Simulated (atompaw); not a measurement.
## What one change does to a pseudopotential (oxygen, PAW (atompaw))

atompaw 4.2.0.5 input, output lines left out:

```
O 8
LDA-PW scalarrelativistic loggrid 1500 logderivrange -4 5 226
2 2 0 0 0 0
2 1 4
0 0 0
c
v
v
1
1.60 1.20 1.35 1.30
y
-0.95
n
y
1.5
n
bloechl sinc
2 0 troulliermartins
```

Change: local potential troulliermartins scheme with l = 2 at 0 Ry, radius 1.56 bohr.

Cutoffs: the cutoffs (Ry, on a coarse ladder) from which the occupation-weighted sum of valence levels, in a spherical-Bessel basis at the reference potential, stays within 10 and 1 mRy of its value at 400 Ry; they do not see the model core or the augmentation charge, which bear on the density cutoff.

Task: What does the change do?

Result: The potential gets softer (50 Ry and 70 Ry → 40 Ry and 50 Ry); neither file shows a bound ghost.

| quantity | base | changed |
| --- | --- | --- |
| cutoff, loose | 50 Ry | 40 Ry |
| cutoff, tight | 70 Ry | 50 Ry |
| loose cutoff by channel (10 mRy a level) | s 21 Ry, p 40 Ry | s 18 Ry, p 35 Ry |
| bound ghosts | none | none |
| s: phases at 1.61 bohr within 0.05 rad from the reference energy up to (Ry; the scan ends near 5) | 0.9 | 1.1 |
| p: phases at 1.61 bohr within 0.05 rad from the reference energy up to (Ry; the scan ends near 5) | to the end of the scan | to the end of the scan |
| lowest overlap eigenvalue by channel | s 0.01, p 1.00 | s 0.01, p 1.00 |

 The cutoffs see the waves, projectors and local potential, not the compensation charge or the core.
